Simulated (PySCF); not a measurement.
## Radial density of Os²⁺ (osmium, charge +2)

TPSSh, [Xe] 4f14 5d5 6p1, high-spin 7P determinant (an excited configuration). All numbers are calculated (PySCF 2.14, scalar relativity through the core potential, in aug-cc-pwCVDZ-PP with ECP60MDF (6s6p5d3f, 70 functions)). This is the valence pseudo-density: the core potential removes the inner electrons and smooths the orbitals near the nucleus.

```
r (bohr)  4πr²ρ (e/bohr)  4πr²(ρα − ρβ)
   0.130       3.694e-05         0.0000
   0.218       0.0004803         0.0001
   0.366         0.05202         0.0058
   0.616           3.288         0.3360
    1.04           12.91         3.0888
    1.74           4.890         2.9910
    2.93          0.8507         0.8284
    4.93         0.09285         0.0928
    8.30       0.0003951         0.0004
```

Energies and moments cover only the electrons outside the core potential. Spin-orbit coupling, absent here, splits the open shell strongly.
